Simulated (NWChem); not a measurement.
System: SnNH₃S, singlet; SMILES [NH2][Sn][SH]

Here is an NWChem input.

```
start job
memory heap 200 mb stack 900 mb global 1100 mb
geometry units angstroms noautoz
  Sn    -0.351671    -0.468926     0.000000
  N      1.591979    -1.040513     0.000000
  H      1.882021    -2.012857     0.000000
  H      2.392986    -0.416072     0.000000
  S      0.244794     1.926462     0.000000
  H     -1.043923     2.331473     0.000000
end
basis spherical
  * library def2-svpd
end
ecp
  Sn library def2-ecp
end
dft
  xc pbe0
  iterations 150
end
tddft
  cis
  nroots 6
  notriplet
end
task tddft energy
```

Low-valent species are run as closed-shell singlets; no triplet was tried in these runs. All runs use the structure optimised with PBE0/def2-SVP. No frequency run checked for a minimum. def2 effective core potentials on Sn; no spin-orbit coupling.

Vertical excitations in the gas phase.

Predict the main results of this run. (PBE0/def2-SVPD with def2 effective core potentials on Sn, TDA.) Quantities: lowest excitation, singlet (eV); oscillator strength of that lowest state; lowest state with f > 0.02, singlet (eV); oscillator strength of that bright state; orbital gap (eV).

The lowest excitation, singlet (eV) is 4.13 and the oscillator strength of that lowest state is 0.045. The lowest state with f > 0.02, singlet (eV) is 4.13 and the oscillator strength of that bright state is 0.045. The orbital gap (eV) is 5.09.
